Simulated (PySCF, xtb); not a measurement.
B(CCH)(F)(Me) (C3H4BF), SMILES C#CB(C)F.

The structure is a stationary point at PBE-D3(BJ)/def2-SVP.

Method: IEF-PCM-B3LYP/def2-SVP in PySCF.

The values are the electrostatic part of the solvation free energy, E(continuum) − E(gas) at the gas-phase geometry, in a cavity of scaled van der Waals radii (PySCF's table); cavitation and dispersion terms are not included. In vacuum the orbital gap is 6.40 eV. The dipole moment in vacuum is 1.62 D.

Problem. Estimate the values in water (ε = 78.36), tetrahydrofuran (ε = 7.43), dichloromethane (ε = 8.93). (Estimate from the structure and the level; the computed values follow.)

Solution. 
| solvent | ε | ΔG(elec) (kcal/mol) | dipole (D) | gap (eV) |
|---|---|---|---|---|
| water | 78.36 | -3.2 | 1.98 | 6.47 |
| tetrahydrofuran | 7.43 | -2.6 | 1.91 | 6.46 |
| dichloromethane | 8.93 | -2.7 | 1.93 | 6.46 |

For comparison, GFN2-xTB/ALPB(water) (xtb, at the GFN2-xTB geometry, all terms of that model) gives -1.9 kcal/mol.
